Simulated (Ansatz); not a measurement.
Consider the hydrogenolysis of the Sn–F bond: `C#[C][Sn]([F])([F])[Cl]` + H₂ → `C#[C][SnH]([F])[Cl]` + H–F.

Isolated molecules relaxed with PBE0-D4/def2-TZVP in Ansatz; ΔE leaves out vibrations. CCSD(T)/CBS is the MP2 limit (def2-TZVPP, def2-QZVPP) plus CCSD(T) − MP2 in def2-TZVPP, frozen cores. This one scheme is used for every species. DFT in def2-TZVPP. Elements past krypton have def2 core potentials. For Sn outer-core shells are correlated without core-valence functions, which leaves a few kJ/mol of doubt a bond.

| species | r2SCAN0 energy (Eh) |
| --- | --- |
| `C#[C][Sn]([F])([F])[Cl]` | -951.02435 |
| H₂ | -1.17054 |
| `C#[C][SnH]([F])[Cl]` | -851.75252 |
| H–F | -100.43389 |

Q: Work out ΔE.

A: ΔE = (-851.75252) + (-100.43389) − (-951.02435) − (-1.17054) = 0.00848 Eh = +5.3 kcal/mol. CCSD(T)/CBS gives +6.1 kcal/mol.

Largest T1 diagnostic among the species: 0.014.

From r2SCAN to r2SCAN0 (25 % exact exchange), in def2-TZVPP and without D4, ΔE moves by −2.5 kcal/mol. Leaving LDA and LC-ωPBE aside and taking each functional with its dispersion term where it has one, the values, not all of them listed here, spread over 4.5 kcal/mol, from PBE-QIDH to BLYP-D4. LDA lies −2.9 kcal/mol from PBE without D4.
